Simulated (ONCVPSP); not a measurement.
# Before and after: ONCV potential for tin

* Element: tin
* Generator: ONCVPSP 4.0.1
* Type: optimised norm-conserving Vanderbilt (ONCV)
* Functional: PBE
* Relativity: scalar-relativistic
* Frozen core: [Ar] 3d10
* Valence charge: 22
* Reference configuration: 4s2 4p6 4d10 5s2 5p1 (charge +1)
* Partial waves: 4s+5s: rc 1.45 bohr, ncon 5, nbas 8, qcut 7.5 1/bohr, 3 projectors, debl 1 Ha; 4p+5p: rc 1.60 bohr, ncon 3, nbas 6, qcut 8.1 1/bohr, 2 projectors; 4d: rc 1.65 bohr, ncon 4, nbas 9, qcut 9.1 1/bohr, 3 projectors, debl 3.6 Ha
* Local potential: polynomial inside 1.05 bohr (lpopt 4, dvloc0 6 Ha)
* Core correction: Teter function, fcfact 3, rcfact 1.1

Change: s: qcut 10.4; p: qcut 11.2; d: qcut 12.6.

Cutoffs: the cutoffs (Ha) at which the residual kinetic energy of the hardest occupied pseudo-wave falls to 1 and 0.1 mHa per electron; they do not see the model core or the augmentation charge, which bear on the density cutoff. Errors are all-electron minus pseudo energies relative to the spin-unpolarised reference configuration.

Problem. How do hardness, ghosts and transferability respond?

Solution. The potential gets neither clearly harder nor softer (32 Ha and 74 Ha → 42 Ha and 49 Ha); the d channel sets the loose cutoff, while the largest relative change is in s, which becomes harder; of the 4 tests that both files solve, the error grows in 0 and shrinks in 1 by more than 15 % and 0.3 meV (median size 8.1 → 6.8 meV); neither file shows a bound ghost.

| quantity | base | changed |
| --- | --- | --- |
| cutoff, loose | 32 Ha | 42 Ha |
| cutoff, tight | 74 Ha | 49 Ha |
| loose cutoff by channel | s 28 Ha, p 23 Ha, d 32 Ha | s 39 Ha, p 25 Ha, d 42 Ha |
| bound ghosts | none | none |
| GHOST(+) flags under 300 eV | none | none |
| error for 4s2 4p6 4d10 5s2 5p2, meV [ΔE -6.87 eV] | +1.4 | +1.4 |
| error for 4s2 4p6 4d10 5s2 5p0, meV [ΔE 13.95 eV] | -3.2 | -3.3 |
| error for 4s2 4p6 4d10 5s1 5p0, meV [ΔE 44.92 eV] | -13 | -10 |
| error for 4s2 4p5 4d10 5s2 5p2, meV [ΔE 90.65 eV] | -149 | -133 |
| s: phases at 1.47 bohr within 0.05 rad from the reference energy up to (Ha; the scan ends near 5) | to the end of the scan | to the end of the scan |
| p: phases at 1.63 bohr within 0.05 rad from the reference energy up to (Ha; the scan ends near 5) | to the end of the scan | to the end of the scan |
| d: phases at 1.68 bohr within 0.05 rad from the reference energy up to (Ha; the scan ends near 5) | to the end of the scan | to the end of the scan |
| rms error of d²Exc/dni dnj with the model core, mHa | 0.68 | 0.78 |
